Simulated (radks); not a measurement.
Values are calculated unless marked as measured or tabulated.
Ionisation of the titanium ion Ti3+, [Ar] 3d1, to [Ar] as the strength of local exchange is varied. Code: a radial shooting solver on a logarithmic mesh with Libxc functionals. Model: non-relativistic Kohn-Sham, Slater X-alpha exchange (alpha = 2/3 is LDA exchange), no correlation, spin-polarised, spherical densities, point nucleus; open shells are filled with parallel spins first.

alpha,E(Ti3+) (hartree),exchange (hartree),IE (eV),-e of the level emptied (eV),<r> of it (bohr)
0.56,-837.90236,-31.13755,39.931,31.793 (3d),1.306
0.596,-839.90604,-33.20509,40.746,32.551 (3d),1.291
0.639,-842.30455,-35.68499,41.732,33.470 (3d),1.274
0.667,-843.86941,-37.30586,42.381,34.077 (3d),1.263
0.922,-858.23118,-52.28657,48.548,39.896 (3d),1.176
0.944,-859.47954,-53.59750,49.102,40.422 (3d),1.169
0.968,-860.84307,-55.03094,49.709,41.000 (3d),1.162
1.003,-862.83469,-57.12761,50.602,41.852 (3d),1.152

NIST Atomic Spectra Database: 43.267 eV (measured). The Delta-SCF value meets it near alpha = 0.70. Open shells are spherical and high-spin; term and fine-structure splittings are not resolved.
